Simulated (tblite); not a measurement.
Species: C₇H₁₁AlFN.
Atom-mapped SMILES: `[CH3:1][Al@@-:2]([NH3+:3])([F:4])[c:5]1[cH:6][cH:7][cH:8][cH:9][cH:10]1` (hydrogens: H11, H12, H13 on C1; H14, H15, H16 on N3; H17 on C6; H18 on C7; H19 on C8; H20 on C9; H21 on C10)
Bond orders are those of one Lewis drawing.

Computed with GFN2-xTB (tblite), gas phase: L-BFGS steps from a force-field or distance-geometry start until the largest atomic force falls under 0.01 eV/Å.

Step 116: E = -799.3053 eV
```
atom  x, y, z in Å  |  force x, y, z in eV/Å
C1     -2.7327    1.3797    0.0002   -0.015  -0.020   0.001
Al2    -1.5007   -0.0934   -0.5380    0.009   0.052  -0.028
N3     -1.9195   -1.6413    0.8461   -0.016  -0.013   0.034
F4     -1.9540   -1.0617   -1.8201   -0.005  -0.041   0.023
C5      0.4751    0.0488   -0.2368   -0.044  -0.011   0.005
C6      1.0449    1.2548    0.1775    0.017  -0.015   0.039
C7      2.4039    1.3820    0.4000   -0.006   0.030  -0.029
C8      3.2398    0.2951    0.2136    0.004   0.001  -0.016
C9      2.7097   -0.9149   -0.2021   -0.007  -0.009  -0.026
C10     1.3482   -1.0290   -0.4264    0.001   0.016   0.025
H11    -2.7629    1.5802    1.0744    0.029   0.005  -0.001
H12    -2.4658    2.3286   -0.4730    0.005  -0.005   0.002
H13    -3.7649    1.1781   -0.3054    0.014   0.003   0.000
H14    -2.8817   -1.6434    1.1720   -0.010   0.019  -0.024
H15    -1.7711   -2.4903    0.3081    0.024  -0.022  -0.005
H16    -1.3034   -1.6586    1.6527    0.001   0.005  -0.019
H17     0.3995    2.1098    0.3364   -0.032   0.001  -0.018
H18     2.8198    2.3312    0.7074    0.007   0.032   0.040
H19     4.3017    0.3967    0.3865    0.024  -0.029  -0.003
H20     3.3694   -1.7590   -0.3568   -0.045  -0.024   0.002
H21     0.9360   -1.9766   -0.7622    0.046   0.026  -0.004
```

Step 117: E = -799.3065 eV
```
atom  x, y, z in Å  |  force x, y, z in eV/Å
C1     -2.7319    1.3796   -0.0088   -0.049  -0.028   0.012
Al2    -1.5034   -0.0985   -0.5464    0.024   0.091   0.004
N3     -1.9118   -1.6301    0.8529   -0.016  -0.004   0.041
F4     -1.9630   -1.0829   -1.8115   -0.013  -0.053  -0.015
C5      0.4731    0.0459   -0.2457   -0.024   0.005  -0.002
C6      1.0400    1.2491    0.1826    0.005  -0.023   0.034
C7      2.3983    1.3764    0.4118   -0.002   0.035  -0.022
C8      3.2373    0.2928    0.2181   -0.013   0.001  -0.034
C9      2.7095   -0.9136   -0.2113    0.016  -0.005  -0.011
C10     1.3495   -1.0281   -0.4414   -0.010   0.013   0.023
H11    -2.7682    1.5690    1.0678    0.037   0.001  -0.009
H12    -2.4603    2.3335   -0.4689    0.010  -0.011  -0.006
H13    -3.7649    1.1851   -0.3199    0.043   0.006  -0.002
H14    -2.8730   -1.6262    1.1808   -0.014   0.008  -0.016
H15    -1.7633   -2.4869    0.3282    0.016  -0.039  -0.021
H16    -1.2924   -1.6350    1.6564    0.003   0.010   0.004
H17     0.3914    2.1019    0.3448   -0.013  -0.014  -0.014
H18     2.8103    2.3236    0.7324    0.004   0.017   0.028
H19     4.2997    0.3925    0.3898    0.013  -0.016   0.014
H20     3.3699   -1.7569   -0.3688   -0.040  -0.018  -0.007
H21     0.9444   -1.9743   -0.7888    0.022   0.025  -0.001
```

Task: Estimate the geometry and energy of step 118. (The exact step hangs on the optimiser's Hessian estimate; all steps are aligned on step 117, rigid shifts and turns removed.)

Result: E = -799.3075 eV, largest force 0.090 eV/Å
```
atom  x, y, z in Å  |  force x, y, z in eV/Å
C1     -2.7300    1.3787   -0.0165   -0.050  -0.022  -0.001
Al2    -1.5053   -0.1024   -0.5545    0.024   0.085   0.018
N3     -1.9046   -1.6220    0.8590   -0.012  -0.022   0.029
F4     -1.9748   -1.1027   -1.8030   -0.010  -0.047  -0.032
C5      0.4712    0.0446   -0.2546   -0.010   0.004  -0.004
C6      1.0353    1.2440    0.1884    0.005  -0.007   0.025
C7      2.3933    1.3718    0.4230   -0.012   0.027  -0.013
C8      3.2345    0.2907    0.2218   -0.011   0.006  -0.041
C9      2.7090   -0.9123   -0.2206    0.006   0.006   0.003
C10     1.3498   -1.0264   -0.4561    0.005   0.022   0.019
H11    -2.7722    1.5596    1.0612    0.038   0.003   0.001
H12    -2.4517    2.3353   -0.4669    0.011  -0.013  -0.006
H13    -3.7620    1.1915   -0.3348    0.041   0.003  -0.004
H14    -2.8648   -1.6116    1.1894   -0.007  -0.002  -0.014
H15    -1.7559   -2.4887    0.3489    0.010  -0.002   0.007
H16    -1.2817   -1.6085    1.6598   -0.005  -0.003   0.002
H17     0.3838    2.0945    0.3541    0.006  -0.027  -0.009
H18     2.8010    2.3170    0.7566    0.004  -0.005   0.015
H19     4.2973    0.3886    0.3953   -0.007  -0.008   0.019
H20     3.3692   -1.7550   -0.3818   -0.031  -0.012  -0.012
H21     0.9497   -1.9699   -0.8146    0.005   0.014  -0.003
```

The energy changes by -0.0010 eV. The first-order estimate −F·Δx gives -0.0013 eV and the mean of the old and new forces, exact on a quadratic surface, -0.0009 eV. The step makes an angle of 85° with the force vector and moves no atom by more than 0.029 Å.

The cost below is that of the whole relaxation. On Intel Xeon at 2.70 GHz, one thread, no GPU, on a shared host, this took 5.0 s.
